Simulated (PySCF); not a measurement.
Se⁺ (selenium, charge +1): UHF calculation

Configuration: [Ar] 3d10 4s2 4p3, high-spin 4S determinant. Computed with PySCF 2.14 in 6-31G* (5s4p3d, 32 functions), with no relativity, point nucleus.

```
Total energy                                     : -2399.210348 hartree
One-electron energy                              : -3329.6578 hartree
Hartree (Coulomb) energy                         : 1015.7123 hartree
Exchange energy                                  : -85.2649 hartree
Kinetic energy                                   : 2398.51068 hartree
⟨S²⟩                                             : 3.7507
⟨L²⟩                                             : 0.000
Sum of ⟨r⟩                                       : 22.44 bohr
Sum of ⟨r²⟩                                      : 31.26 bohr²
Density at the nucleus (Gaussians lack the cusp) : 25500 bohr⁻³
Spin density at the nucleus                      : 0.212 bohr⁻³
Langevin diamagnetic susceptibility              : -24.8 ×10⁻⁶ cm³/mol
Time after the integrals                         : 0.06 s of wall time on 1 thread of Neoverse-V2 (shared host)
```

| shell | electrons | mean orbital energy (eV) | rms radius, mean of both spins (bohr) |
| --- | --- | --- | --- |
| 1s α | 1 | -12551.4 | 0.0521 |
| 1s β | 1 | -12551.1 | 0.0521 |
| 2s α | 1 | -1662.3 | 0.216 |
| 2s β | 1 | -1662.1 | 0.216 |
| 2p α | 3 | -1488.3 | 0.191 |
| 2p β | 3 | -1488.0 | 0.191 |
| 3s α | 1 | -254.22 | 0.623 |
| 3s β | 1 | -253.60 | 0.623 |
| 3p α | 3 | -192.50 | 0.640 |
| 3p β | 3 | -191.67 | 0.640 |
| 3d α | 5 | -82.534 | 0.695 |
| 3d β | 5 | -82.099 | 0.695 |
| 4s α | 1 | -36.035 | 1.93 |
| 4s β | 1 | -27.543 | 1.93 |
| 4p α | 3 | -21.447 | 2.27 |
